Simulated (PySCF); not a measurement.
Isomers of C4H11NSi, one GFN2-xTB conformer each. Single-point energies are computed at PBE0/pcSseg-1 (PySCF, gas phase, no added dispersion term), electronic only.

Task: Rank them by PBE0/pcSseg-1 energy, lowest first (kcal/mol).
A. `[CH3:1]/[CH:2]=[CH:3]/[SiH2:4][NH:5][CH3:6]` with C2–C3–Si4–N5 -18°, C3–Si4–N5–C6 177°
B. `[H]/[N:6]=[CH:5]\[C:2]([CH3:1])([CH3:3])[SiH3:4]` with C1–C2–C5–N6 -20°
C. `[CH2:1]=[CH:2][N:3]([CH3:4])[CH2:5][SiH3:6]` with C1–C2–N3–C4 -9°, C2–N3–C5–Si6 79°

Result: A (0.0), B (12.6), C (25.1).

As drawn, the lowest has an N–H bond, which the highest lacks. GFN2-xTB itself gives, in the same order: 0.0, 7.3, 8.4. Both levels put the same isomer lowest; measured from each level's own lowest isomer, the values differ by up to 16.7 kcal/mol (C=CN(C)C[SiH3]: 8.4 against 25.1).

Task: Which frontier levels, dipoles and rotational constants go with these structures?

Result: 
```csv
SMILES,"HOMO (eV, PBE0/pcSseg-1)",LUMO (eV),dipole (D),"A, B, C (MHz)"
C/C=C/[SiH2]NC,-6.58,-0.03,1.31,"6597, 1229, 1067"
[H]/N=C\C(C)(C)[SiH3],-7.20,-0.17,2.52,"3236, 2264, 1937"
C=CN(C)C[SiH3],-5.50,0.62,1.39,"4711, 1658, 1494"
```
